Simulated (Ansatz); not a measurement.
Nb(F)4(SH) (F₄HNbS), SMILES [F][Nb]([F])([F])([F])[SH], multiplicity 1.

Geometry optimised at PBE-D3(BJ)/def2-SVP. The multiplicity is an assumed one; no other spin state was optimised. The structure was generated by enumeration; whether it is a known compound was not checked. The def2 effective core potentials stand for the cores of Nb; spin–orbit coupling is left out. The values are those of a single conformer.

Two levels are set side by side: PBE/def2-SVPD (Ansatz, a first-principles code) and PBE0/def2-SVPD (Ansatz). Energy differences of separate SCF runs at the same geometry; the states with an electron removed or added have multiplicity 2 and 2. Differences are taken from unrounded values.

| quantity | PBE0 | PBE | PBE minus PBE0 |
|---|---|---|---|
| vertical ionisation energy (eV) | 10.93 | 10.77 | -0.16 |
| vertical electron affinity (eV) | 1.94 | 1.41 | -0.53 |
| vertical singlet–triplet gap (eV) | 3.43 | 3.80 | 0.37 |
